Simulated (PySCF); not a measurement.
H₃OSi, SMILES [O][SiH3], multiplicity 2.

Geometry optimised at B3LYP-D3(BJ)/def2-TZVP. The isomer is the one that the SMILES or the coordinates give; other isomers of the formula were not compared.

Method: PBE/def2-TZVPD run with PySCF.

Computed frontier levels, dipole moment and polarisability:
* **α spin, highest occupied and lowest empty level**: -7.50 and -1.12 eV
* **β spin, highest occupied and lowest empty level**: -7.09 and -6.42 eV
* **dipole moment**: 1.96 D
* **quadrupole, principal values (traceless, Buckingham form, about the centre of nuclear charge)**: -2.59, 0.02, 2.57 D·Å
* **mean static polarisability**: 37.1 bohr³ (5.50 Å³)
* **polarisability, principal values**: 32.4, 37.2, 41.8 bohr³
* **⟨S²⟩**: 0.754 (pure state 0.75)
